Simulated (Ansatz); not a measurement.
A nudged elastic band was laid between two geometries of C₂H₇AlN (11 atoms, charge 1, multiplicity 1).

All numbers below come from RKS B3LYP-D4/def2-SVP in Ansatz 0.2.0.

| Property | Result |
| --- | --- |
| movable images | 5 |
| climbing image | yes |
| spring | 5.0 eV/Å² |
| optimiser | quadratic models (default) |
| start path | through a guess of the saddle point |
| force threshold | 0.05 eV/Å |
| iteration limit | 60 |
| end points | relaxed |

Image 0:

```xyz
11
Properties=species:S:1:pos:R:3
C -1.089 0.925 -0.106
C -0.036 -0.082 0.166
N -0.098 -0.769 1.264
Al 1.536 -0.440 -1.141
H -1.570 0.692 -1.074
H -1.859 1.003 0.678
H -0.615 1.911 -0.259
H 0.603 -1.476 1.501
H -0.848 -0.643 1.953
H 1.518 0.443 -2.431
H 2.458 -1.564 -0.549
```

Image 6:

```xyz
11
Properties=species:S:1:pos:R:3
C -1.091 0.926 -0.106
C -0.038 -0.081 0.165
N -0.097 -0.769 1.262
Al 1.536 -0.440 -1.140
H -1.574 0.694 -1.072
H -1.859 1.004 0.681
H -0.618 1.913 -0.260
H -0.846 -0.647 1.953
H 0.606 -1.476 1.495
H 1.523 0.439 -2.432
H 2.457 -1.563 -0.545
```

Problem. What changes between the two ends?

Solution. No bond is made or broken. The dihedral Al4–C2–N3–H8 goes from 0 to -180°. The two ends are copies of one structure, up to a mirror image or an exchange of like atoms.

Problem. What energy profile does the band end with?

Solution. The run converged. The highest image is number 3 of 0 to 6, 2.44 eV above the ends, which have the same energy within 2 meV. The dihedral Al4–C2–N3–H8 jumps by 96° between images 3 and 4, so the path isn't resolved there. Neighbouring images differ by up to 2.1 eV, so the band resolves the path poorly. A vibrational analysis at the climbing image gives one clearly imaginary mode, 1021i cm⁻¹: a first-order saddle point.

```json
{"image": "0", "path coordinate (Å)": "0.00", "energy (eV)": "0.00", "dihedral Al4–C2–N3–H8 (°)": "0"}
{"image": "1", "path coordinate (Å)": "1.41", "energy (eV)": "0.05", "dihedral Al4–C2–N3–H8 (°)": "0"}
{"image": "2", "path coordinate (Å)": "2.82", "energy (eV)": "0.32", "dihedral Al4–C2–N3–H8 (°)": "26"}
{"image": "3", "path coordinate (Å)": "4.23", "energy (eV)": "2.44", "dihedral Al4–C2–N3–H8 (°)": "58"}
{"image": "4", "path coordinate (Å)": "5.53", "energy (eV)": "0.31", "dihedral Al4–C2–N3–H8 (°)": "154"}
{"image": "5", "path coordinate (Å)": "6.84", "energy (eV)": "0.05", "dihedral Al4–C2–N3–H8 (°)": "179"}
{"image": "6", "path coordinate (Å)": "8.14", "energy (eV)": "0.00", "dihedral Al4–C2–N3–H8 (°)": "-180"}
```

Problem. What is the geometry of the highest image?

Solution. 
```xyz
11
Properties=species:S:1:pos:R:3
C -1.247 0.761 -0.225
C -0.100 -0.033 0.150
N -0.036 -0.338 1.523
Al 1.357 -0.632 -1.189
H -1.460 0.849 -1.299
H -2.129 0.585 0.416
H -0.875 1.769 0.122
H 0.837 0.037 1.928
H 0.096 -1.357 1.631
H 2.388 0.506 -1.503
H 1.169 -2.147 -1.554
```

The band took 35 iterations and roughly 19 core-minutes.

Time of the run: 9.7 min on 2 threads of Arm Neoverse N1 (shared host), peak memory 0.19 GiB.
